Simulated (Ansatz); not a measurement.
`OB(Cl)Cl` + NH₃ → `NB(Cl)Cl` + H₂O at 600 K and 1 bar (ligand exchange at a B–O bond).

Calculated with Ansatz (gas phase, PBE0-D4/def2-TZVP geometries, no zero-point term in ΔE). CCSD(T)/CBS is the MP2 limit (def2-TZVPP, def2-QZVPP) plus CCSD(T) − MP2 in def2-TZVPP, frozen cores. This one scheme is used for every species. One conformer a species, not always the lowest.

| species | CCSD(T)/CBS energy (Eh) | H − E (kJ/mol) | S (J/(mol·K)) |
| --- | --- | --- | --- |
| `OB(Cl)Cl` | -1020.26564 | 93.9 | 348.5 |
| NH₃ | -56.50880 | 112.4 | 219.5 |
| `NB(Cl)Cl` | -1000.39362 | 129.9 | 352.8 |
| H₂O | -76.37941 | 76.8 | 212.8 |

H − E and S are ideal-gas, rigid-rotor, harmonic terms from PBE0-D4/def2-TZVP, for one conformer and one mirror image of each species. 1 Eh = 2625.50 kJ/mol, R = 8.31446 J/(mol·K).

**Question.** By hand: ΔE, ΔH, ΔS and ΔG.

**Answer.** ΔE = (-1000.39362) + (-76.37941) − (-1020.26564) − (-56.50880) = 0.00141 Eh = 3.7 kJ/mol. Δ(H − E) = 129.9 + 76.8 − 93.9 − 112.4 = 0.4, so ΔH = 4.1 kJ/mol. ΔS = 352.8 + 212.8 − 348.5 − 219.5 = -2.4 J/(mol·K). ΔG = 4.1 − 600 × (-2.4)/1000 = 5.5 kJ/mol.

**Question.** By hand: the equilibrium constant, and the temperature at which ΔG would vanish if ΔH and ΔS stayed fixed.

**Answer.** log₁₀ K = −ΔG/(RT ln 10) = -0.5. ΔH and −TΔS have one sign here, so there is no such temperature.

TΔS isn't small against ΔH here. The sign of ΔG lies within the doubt. A doubt of 5 kJ/mol in ΔE shifts log₁₀ K by 0.4 here. Other conformers and mirror images would add mixing entropy, several J/(mol·K) or more a flexible species. These are equilibria of isolated gas molecules and say nothing of rates. Largest T1 diagnostic: 0.011 (customary marks: 0.02 for closed shells, 0.045 for open ones).

ΔS is within the doubt of such terms, so its sign, and with it that verdict, could turn.
